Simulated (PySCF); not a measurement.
F6W (SMILES [F][W]([F])([F])([F])([F])[F]), singlet, at a GFN2-xTB geometry (such geometries of metal compounds can be far from the true shape) (core potentials on W), with bond 7-1 at 1.3 times its length; DF-PBE0/def2-SVP (PySCF).

The PySCF input:
```python
from pyscf import gto, scf, dft

mol = gto.M(
    atom='''
W     0.000000   -0.000000   -0.000000
F     1.109154   -0.454999   -1.392349
F    -1.109154    0.454999    1.392349
F    -1.166339    0.782255   -1.184742
F    -0.886180   -1.599042   -0.183393
F     0.886180    1.599042    0.183393
F     1.516240   -1.016932    1.540165
''',
    basis='def2-svp',
    ecp={'W': 'def2-svp'},
    charge=0,
    spin=0,
    verbose=4,
)

mf = dft.RKS(mol)
mf.xc = 'pbe0'
mf.conv_tol = 1e-4
mf = mf.density_fit(auxbasis='def2-universal-jkfit')
mf.kernel()
mf.analyze()
```

Q: Predict the main parts of the log of this PySCF run.

A: 
```
PySCF version 2.14.0

[INPUT] verbose = 4
[INPUT] num. atoms = 7
[INPUT] num. electrons = 68
[INPUT] charge = 0
[INPUT] spin (= nelec alpha-beta = 2S) = 0
[INPUT] symmetry False subgroup None
[INPUT] Mole.unit = angstrom
[INPUT] Symbol           X                Y                Z      unit          X                Y                Z       unit  Magmom
[INPUT]  1 W      0.000000000000   0.000000000000   0.000000000000 AA    0.000000000000   0.000000000000   0.000000000000 Bohr   0.0
[INPUT]  2 F      1.109154000000  -0.454999000000  -1.392349000000 AA    2.095997289966  -0.859823496951  -2.631158279812 Bohr   0.0
[INPUT]  3 F     -1.109154000000   0.454999000000   1.392349000000 AA   -2.095997289966   0.859823496951   2.631158279812 Bohr   0.0
[INPUT]  4 F     -1.166339000000   0.782255000000  -1.184742000000 AA   -2.204061278399   1.478247709572  -2.238837908269 Bohr   0.0
[INPUT]  5 F     -0.886180000000  -1.599042000000  -0.183393000000 AA   -1.674637497067  -3.021751441677  -0.346562543162 Bohr   0.0
[INPUT]  6 F      0.886180000000   1.599042000000   0.183393000000 AA    1.674637497067   3.021751441677   0.346562543162 Bohr   0.0
[INPUT]  7 F      1.516240000000  -1.016932000000   1.540165000000 AA    2.865278339111  -1.921722967306   2.910490036641 Bohr   0.0

nuclear repulsion = 431.695745293406
number of shells = 48
number of NR pGTOs = 201
number of NR cGTOs = 116
basis = def2-svp
ecp = {'W': 'def2-svp'}

******** <class 'pyscf.df.df_jk.DFRKS'> ********
method = DFRKS
initial guess = minao
damping factor = 0
level_shift factor = 0
DIIS = <class 'pyscf.scf.diis.CDIIS'>
diis_start_cycle = 1
diis_space = 8
diis_damp = 0
SCF conv_tol = 0.0001
SCF conv_tol_grad = None
SCF max_cycles = 50
direct_scf = False
XC library pyscf.dft.libxc version 7.1.2
    S. Lehtola, C. Steigemann, M. J. T. Oliveira, and M. A. L. Marques,  SoftwareX 7, 1–5 (2018)
XC functionals = pbe0
    C. Adamo and V. Barone,  J. Chem. Phys. 110, 6158 (1999)
    M. Ernzerhof and G. E. Scuseria,  J. Chem. Phys. 110, 5029 (1999)
radial grids:
    Treutler-Ahlrichs [JCP 102, 346 (1995); DOI:10.1063/1.469408] (M4) radial grids

becke partition: Becke, JCP 88, 2547 (1988); DOI:10.1063/1.454033
pruning grids: <function nwchem_prune>
grids dens level: 3
symmetrized grids: False
atomic radii adjust function: <function treutler_atomic_radii_adjust>
small_rho_cutoff = 0
Set gradient conv threshold to 0.01
Initial guess from minao.
tot grids = 109880
******** <class 'pyscf.df.df.DF'> ********
auxbasis = def2-universal-jkfit
init E= -652.626660188978
  HOMO = -0.666636388530801  LUMO = -0.332882925930755  gap/eV = 9.08189
cycle= 1 E= -664.644388505972  delta_E=  -12  |g|= 1.78  |ddm|= 7.27
  HOMO = -0.34430830075455  LUMO = -0.33228613277173  gap/eV = 0.32714
cycle= 2 E= -649.706131328217  delta_E= 14.9  |g|= 5.32  |ddm|= 5.98
  HOMO = -0.324759606900418  LUMO = -0.112370282599652  gap/eV = 5.77941
cycle= 3 E= -664.651113217265  delta_E= -14.9  |g|= 1.85  |ddm|= 5.49
  HOMO = -0.424265713018809  LUMO = -0.16139740460884  gap/eV = 7.15301
cycle= 4 E= -665.1665695347  delta_E= -0.515  |g|= 0.693  |ddm|= 0.813
  HOMO = -0.376431691844283  LUMO = -0.243048652282222  gap/eV = 3.62954
cycle= 5 E= -665.28419424862  delta_E= -0.118  |g|= 0.161  |ddm|= 0.778
  HOMO = -0.327753577646638  LUMO = -0.213096743327418  gap/eV = 3.11997
cycle= 6 E= -665.270092472863  delta_E= 0.0141  |g|= 0.303  |ddm|= 0.38
  HOMO = -0.357881218450874  LUMO = -0.213427784677788  gap/eV = 3.93078
cycle= 7 E= -665.288924692029  delta_E= -0.0188  |g|= 0.0601  |ddm|= 0.221
  HOMO = -0.365829876789658  LUMO = -0.214842009661983  gap/eV = 4.10859
cycle= 8 E= -665.289538653695  delta_E= -0.000614  |g|= 0.0243  |ddm|= 0.0417
  HOMO = -0.368294182627148  LUMO = -0.213969609064742  gap/eV = 4.19939
cycle= 9 E= -665.289649530994  delta_E= -0.000111  |g|= 0.00654  |ddm|= 0.0155
  HOMO = -0.368705265333147  LUMO = -0.213853161408002  gap/eV = 4.21374
cycle= 10 E= -665.289657275201  delta_E= -7.74e-06  |g|= 0.00259  |ddm|= 0.00375
  HOMO = -0.370112188740597  LUMO = -0.213602909336851  gap/eV = 4.25883
Extra cycle  E= -665.289647082166  delta_E= 1.02e-05  |g|= 0.00756  |ddm|= 0.00908
converged SCF energy = -665.289647082166
**** SCF Summaries ****
Total Energy =                        -665.289647082165629
Nuclear Repulsion Energy =             431.695745293405707
One-electron Energy =                -1806.580263764835763
Two-electron Energy =                  709.594871389264540
Two-electron Coulomb Energy =          779.153779099846929
DFT Exchange-Correlation Energy =      -69.558907710582361
HOMO-LUMO gap [eV] =                     4.258834417567347
**** MO energy ****
MO #1   energy= -24.8741698867384  occ= 2
MO #2   energy= -24.860479522061   occ= 2
MO #3   energy= -24.8603856467512  occ= 2
MO #4   energy= -24.8602186639549  occ= 2
MO #5   energy= -24.8602178890621  occ= 2
MO #6   energy= -24.7275933140938  occ= 2
MO #7   energy= -3.28012220385953  occ= 2
MO #8   energy= -1.91608013510296  occ= 2
MO #9   energy= -1.91607981437356  occ= 2
MO #10  energy= -1.90572073007373  occ= 2
MO #11  energy= -1.28217340890195  occ= 2
MO #12  energy= -1.2777597545151   occ= 2
MO #13  energy= -1.26916409427244  occ= 2
MO #14  energy= -1.23744330716209  occ= 2
MO #15  energy= -1.23744285309076  occ= 2
MO #16  energy= -1.09099919383188  occ= 2
MO #17  energy= -0.639727287570494 occ= 2
MO #18  energy= -0.623728238320616 occ= 2
MO #19  energy= -0.611250567608649 occ= 2
MO #20  energy= -0.597714708678479 occ= 2
MO #21  energy= -0.597711711492261 occ= 2
MO #22  energy= -0.588370605025539 occ= 2
MO #23  energy= -0.530237996623196 occ= 2
MO #24  energy= -0.530237025004963 occ= 2
MO #25  energy= -0.5296806718442   occ= 2
MO #26  energy= -0.516712206404882 occ= 2
MO #27  energy= -0.516710600822886 occ= 2
MO #28  energy= -0.514890494051803 occ= 2
MO #29  energy= -0.507983716567515 occ= 2
MO #30  energy= -0.50798084682752  occ= 2
MO #31  energy= -0.492286114590281 occ= 2
MO #32  energy= -0.401032553546383 occ= 2
MO #33  energy= -0.37011323411893  occ= 2
MO #34  energy= -0.370112188740597 occ= 2
MO #35  energy= -0.213602909336851 occ= 0
MO #36  energy= -0.213601434666219 occ= 0
MO #37  energy= -0.199224074656508 occ= 0
MO #38  energy= -0.0826111261905496 occ= 0
MO #39  energy= 0.0119877305798984 occ= 0
MO #40  energy= 0.0156343171268833 occ= 0
MO #41  energy= 0.0587437521494689 occ= 0
MO #42  energy= 0.0587455884225008 occ= 0
Dipole moment(X, Y, Z, Debye): -1.86068,  1.24796, -1.89004
```
